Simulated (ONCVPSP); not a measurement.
**Configuration tests for promethium (ONCV)**

```json
{
 "Element": "promethium",
 "Generator": "ONCVPSP 4.0.1",
 "Type": "optimised norm-conserving Vanderbilt (ONCV)",
 "Functional": "PBE",
 "Relativity": "fully relativistic",
 "Frozen core": "[Kr] 4d10 4f4",
 "Valence charge": "11",
 "Reference configuration": "5s2 5p6 5d1 6s1 6p1",
 "Partial waves": "5s+6s: rc 2.55 bohr, ncon 4, nbas 9, qcut 5.4 1/bohr, 2 projectors; 5p+6p: rc 2.50 bohr, ncon 4, nbas 7, qcut 5.9 1/bohr, 2 projectors; 5d: rc 2.60 bohr, ncon 4, nbas 7, qcut 3.7 1/bohr, 3 projectors, debl 2.3 Ha",
 "Local potential": "polynomial inside 2.15 bohr (lpopt 5, dvloc0 0 Ha)",
 "Core correction": "polynomial model core, fcfact 0.3"
}
```

Open shells are filled in proportion to 2j + 1.

Energies are relative to the spin-unpolarised reference configuration 5s2 5p6 5d1 6s1 6p1; without spin polarisation the order of configurations can differ from experiment.

Give the all-electron excitation energy and the error of the potential for: 5s2 5p6 5d1 6s2 6p0; 5s2 5p6 5d1 6s1 6p0; 5s2 5p6 5d1 6s0 6p0; 5s1 5p6 5d1 6s2 6p0.

```tsv
valence configuration	charge	ΔE all-electron (eV)	error AE − PS (meV)
5s2 5p6 5d1 6s2 6p0	0	-2.647	-1.3
5s2 5p6 5d1 6s1 6p0	+1	3.713	-0.4
5s2 5p6 5d1 6s0 6p0	+2	15.315	-11
5s1 5p6 5d1 6s2 6p0	+1	47.884	-405
```

Levels in the configuration 5s1 5p6 5d1 6s2 6p0:

| level | all-electron (eV) | pseudo (eV) |
| --- | --- | --- |
| 5s j=1/2 | -56.234 | -57.101 |
| 5p j=3/2 | -34.729 | -35.175 |
| 5p j=1/2 | -38.447 | -38.975 |
| 5d j=5/2 | -11.175 | -11.231 |
| 5d j=3/2 | -11.524 | -11.583 |
| 6s j=1/2 | -10.286 | -10.349 |
